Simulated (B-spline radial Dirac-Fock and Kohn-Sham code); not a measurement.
The computed values come from an atomic code on a B-spline grid: the Dirac equation of a negative muon with reduced mass in the field of a spherical finite nucleus, with the Uehling potential to all orders; nuclear polarisation, deformation, hyperfine structure, self-energy, higher-order vacuum polarisation, relativistic recoil and electron screening are left out. The nuclear charge is a Fermi distribution (skin thickness 2.3 fm).

**Question.** A muonic atom of atomic mass 98.91 u emits these computed lines: 2p3/2 → 1s1/2 2907 keV, 3d5/2 → 2p3/2 762.4 keV, 4f7/2 → 3d5/2 266.9 keV, 5g9/2 → 4f7/2 123.1 keV. Which element is it, and what rms charge radius was used?

**Answer.** Ruthenium (Z = 44, nuclide ⁹⁹Ru); the high transitions hardly feel the nucleus and fix Z. The 2p → 1s line lies 1312 keV below the value for a point nucleus without QED, which for this nuclear model gives a radius near 4.43 fm (4.4338 fm was used).
